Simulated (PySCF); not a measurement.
C2H7FOSi. Atoms are numbered in the order given.

```xyz
12

Si    -0.4391     0.3661     0.2423
O     -1.1980    -1.0113     0.7557
F     -1.3944     1.1495    -0.8185
C      1.1696     0.0133    -0.6310
C      2.1764    -0.7557     0.2218
H     -0.2967     1.2154     1.4488
H     -1.3483    -1.7032     0.1051
H      0.9358    -0.5396    -1.5588
H      1.5903     0.9779    -0.9654
H      2.4519    -0.1932     1.1281
H      3.1065    -0.9623    -0.3294
H      1.7651    -1.7209     0.5558
```

Coordinates come from a PBE0-D3(BJ)/def2-SVP optimisation. The structure was generated by enumeration, and PubChem lists no compound with its InChIKey, so it may never have been made. One conformer was computed; it need not be the lowest.

These are PBE/pcSseg-1 (PySCF) values and carry that method's errors.

GIAO shieldings, no solvent; atoms listed in one row are averaged. δ = σ(ref) − σ: ²⁹Si against TMS (σ = 335.4 ppm); ¹⁷O against H2O (σ = 334.3 ppm); ¹⁹F against CFCl3 (σ = 133.6 ppm); ¹³C against TMS (σ = 182.0 ppm); ¹H against TMS (σ = 31.49 ppm), references at their B3LYP-D3(BJ)/def2-TZVP geometries, non-relativistic.

```
nucleus          atoms  count  δ (ppm)
-------  -------------  -----  -------
²⁹Si               Si1      1      0.1
¹⁷O                 O2      1     65.8
¹⁹F                 F3      1   -171.2
¹³C                 C4      1     14.1
¹³C                 C5      1      9.1
¹H                  H6      1     5.16
¹H                  H7      1     1.78
¹H       H10, H11, H12      3     1.25
¹H                  H9      1     0.94
¹H                  H8      1     0.78
```
